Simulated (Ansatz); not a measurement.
Geometry optimisation, RKS LDA/def2-SVP (Ansatz).

input.yaml

```yaml
crystal:
  periodic: [false, false, false]
  atoms:
    - { symbol: Ga, position_ang: [0.094138, -0.046245, 0.18697] }
    - { symbol: H, position_ang: [0.44166, -0.257446, 1.692598] }
    - { symbol: C, position_ang: [2.034094, 0.034481, -0.025985] }
    - { symbol: H, position_ang: [2.367358, -0.927583, 0.424571] }
    - { symbol: H, position_ang: [2.567815, 0.191453, -0.986733] }
    - { symbol: H, position_ang: [2.339196, 0.822086, 0.697531] }
    - { symbol: C, position_ang: [-1.518577, 0.03878, -0.866297] }
    - { symbol: H, position_ang: [-2.050259, -0.934951, -0.805085] }
    - { symbol: H, position_ang: [-2.201404, 0.804447, -0.439278] }
    - { symbol: H, position_ang: [-1.325621, 0.274879, -1.931793] }
basis:
  gaussian: { orbitals: def2-SVP }
hamiltonian:
  xc: lda
relax:
  f_tol: 0.03
  max_steps: 50
output:
  orbitals: {}
```

Launched with:

```bash
$ ansatz run input.yaml --threads 2 --pin off --max-ram 3072MiB --backend cpu --events-out ev --progress --plain --runs-dir out
```

Problem. Where does it end, and by what steps?

Solution. The run converged. After 6 steps the energy has fallen by 0.523 eV; H2 moved furthest, 0.72 Å.

```tsv
step	energy less start (eV)	largest force component (eV/Å)	accepted
0	0.0000	1.102	yes
1	-0.2617	0.680	yes
2	-0.3970	0.372	yes
3	-0.4771	0.879	yes
4	-0.5079	0.340	yes
5	-0.5208	0.075	yes
6	-0.5233	0.020	yes
```

```xyz
10
Properties=species:S:1:pos:R:3
Ga 0.126 -0.084 0.461
H -0.214 -0.304 1.989
C 1.997 0.032 -0.069
H 2.529 -0.900 0.222
H 2.132 0.194 -1.158
H 2.497 0.859 0.481
C -1.342 0.042 -0.813
H -1.885 -0.928 -0.846
H -2.085 0.799 -0.481
H -1.006 0.290 -1.840
```

Whether the end is a true minimum wasn't checked by a vibrational analysis.

Time of the run: 19 s on 2 threads of AMD EPYC (Zen 3), on a shared host, peak memory 0.14 GiB.
